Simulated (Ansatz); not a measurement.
System: TiO2, net charge 0, triplet state. The spin state was set by rule; other spins were not relaxed. SMILES of the parent species: [O]=[Ti]=[O]
Coordinates optimised at B3LYP-D3(BJ)/def2-TZVP (Ansatz, a first-principles code):
```xyz
3

Ti     0.0930     0.0661     0.1234
O      1.1283     0.1471    -1.2442
O     -1.3842    -0.3288     0.9048
```
Charge 0, spin multiplicity 3.

Quantity: atomisation energy (electronic, to ground-state atoms), in eV. Cores are frozen in the correlated levels unless marked. Open shells are spin-unrestricted. No spin-orbit coupling. The frozen core is the preceding noble-gas configuration, with the filled d and f shells of earlier blocks. No relativistic terms. The coupled-cluster limit lacks core correlation, which all-electron functionals hold. CBS marks a two-point X^-3 extrapolation of the correlation energy; Hartree-Fock from the larger set. The bracket is a focal-point correction in the basis named.

| level | program | atomisation energy (eV) |
|---|---|---|
| RI-HF/def2-QZVPP | Ansatz | 3.73 |

**Question.** Estimate the value at RI-MP2/CBS(def2-TZVPPD,def2-QZVPPD)+[CCSD(T)-MP2]/def2-SVPD as computed with Ansatz.

**Answer.** 10.16 eV
